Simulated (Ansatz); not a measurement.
Cost and result up the ladder for Mg₁₁MnS₁₁Br₂ (25 atoms). Total charge 0; sextet. Geometry: PBE-D4/def2-SVP.

```xyz
25

S    -1.4100    0.8509    2.4644
S    -4.6138    2.0879   -0.1976
S    -1.2176   -3.7411    1.9454
S     1.5132   -4.1343   -0.7953
S    -1.6757   -0.9970   -1.4080
S    -1.6796    4.2699    0.6921
S     1.1504   -1.1194    1.2572
S     0.8712    1.8224   -1.0893
S    -2.5775    2.0830   -3.3286
S     4.1899   -0.4604   -0.5090
S     2.4680    2.8498    2.2722
Mg   -0.8450   -1.4909    2.6472
Mg   -3.5448    0.5513   -1.6678
Mg   -2.9786    2.3719    1.5214
Mg   -2.7451    3.4013   -1.2959
Mg   -0.4203   -2.7845   -0.2784
Mg    1.1177   -4.3488    1.6137
Mg    3.0302   -2.4818    0.1939
Mg   -0.5963    0.8257   -2.8618
Mg    2.4576    0.1597   -1.9819
Mn   -0.4869    0.3664    0.2753
Mg    0.4614    3.2174    1.1635
Mg    2.7667    0.8933    1.0615
Br    3.4478   -3.8483    2.4760
Br    1.3168   -0.3443   -4.1704
```

Ansatz on 2 threads of AMD EPYC 7R13 on a shared host and a share (18 GiB) of an NVIDIA H100 80GB HBM3. Times are rough, and most runs start from the orbitals of an earlier one. CAM-B3LYP-D4/def2-SVP serves as the yardstick here, not as an exact answer. Differences are given only for rows in sets of like size (and for xTB, whose basis is part of the method), since another set adds its own error. Binding counts from free atoms at the same level (S triplet, Mg singlet, Mn sextet, Br doublet; other spins of the atoms weren't run), without zero-point energy or a counterpoise term.

The 6-31G sets use Cartesian d functions. B3LYP takes the VWN-RPA correlation. HSE06 is defined as in plane-wave codes, on full-range PBE exchange. Correlated methods freeze 89 core orbitals; core or outer-core shells of Mg, Mn, Br are correlated, in sets that lack core-valence functions. The rows differ in basis, and correlated rows in double-zeta sets carry the largest basis error. Single mean-field runs in def2-SVP, def2-mTZVP are fitted with def2-universal-jkfit.

Correlated methods converge slowly with the basis, most of all in double-zeta sets.

```tsv
level	functions	wall time
HF/STO-3G	252	20 s
HF/6-31G	373	21 s
B3LYP-D4/6-31G	373	24 s
r2SCAN-D4/def2-mTZVP	501	25 s
HSE06-D4/def2-SVP	491	28 s
PBE-D4/def2-SVP (with forces)	491	30 s
r2SCAN-D4/def2-SVP (with forces)	491	31 s
PBE0-D4/def2-SVP	491	31 s
CAM-B3LYP-D4/def2-SVP	491	34 s
B2PLYP/def2-SVP	491	36 s
```

(1) Estimate what each level gives for the binding energy per atom (eV).

Answers

(1) 
```csv
level,binding energy per atom (eV),difference from CAM-B3LYP-D4/def2-SVP (eV)
HF/STO-3G,3.83,–
HF/6-31G,2.03,–
B3LYP-D4/6-31G,2.88,–
r2SCAN-D4/def2-mTZVP,3.22,–
HSE06-D4/def2-SVP,3.36,0.15
PBE-D4/def2-SVP (with forces),3.39,0.18
r2SCAN-D4/def2-SVP (with forces),3.48,0.27
PBE0-D4/def2-SVP,3.36,0.15
CAM-B3LYP-D4/def2-SVP,3.21,0.00
B2PLYP/def2-SVP,3.10,-0.11
```
